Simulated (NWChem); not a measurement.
# C$_{5}$H$_{3}$F; SMILES FC=C=CC#C

```xyz
9

C     -0.6940     2.9003     0.0770
C     -0.0310     1.8955    -0.0736
C      0.7798     0.7401    -0.2683
C      0.4354    -0.4849     0.0783
C      0.1283    -1.6945     0.4672
F     -0.5120    -2.5762    -0.3002
H     -1.2896     3.7842     0.2138
H      1.7582     0.9017    -0.7451
H      0.3749    -2.0866     1.4602
```
Atoms are numbered in this order, from 1.

Level: PBE0/def2-SVP (NWChem), optimised geometry, unscaled harmonic frequencies. 

```tsv
frequency (cm⁻¹)	IR intensity (km/mol)
99	0.7
175	4.1
247	3.1
330	3.9
482	4.2
549	14.4
662	20.5
692	36.9
705	39.4
818	6.9
897	17.3
956	15.4
1087	81.6
1210	130.6
1302	20.8
1477	89.8
2100	69.9
2236	1.2
3135	0.4
3203	2.5
3489	88.4
```

The zero-point energy is 36.9 kcal/mol. The thermal correction to the enthalpy at 298.15 K (with zero-point energy) is 41.3 kcal/mol. The heat capacity Cv is 20.4 cal/(mol K) and the entropy at 298.15 K and 1 atm (symmetry number 1) is 77.5 cal/(mol K). The dipole moment comes out as 1.39 D.

Rigid rotor and harmonic oscillator; modes under 100 cm⁻¹ make the entropy uncertain.
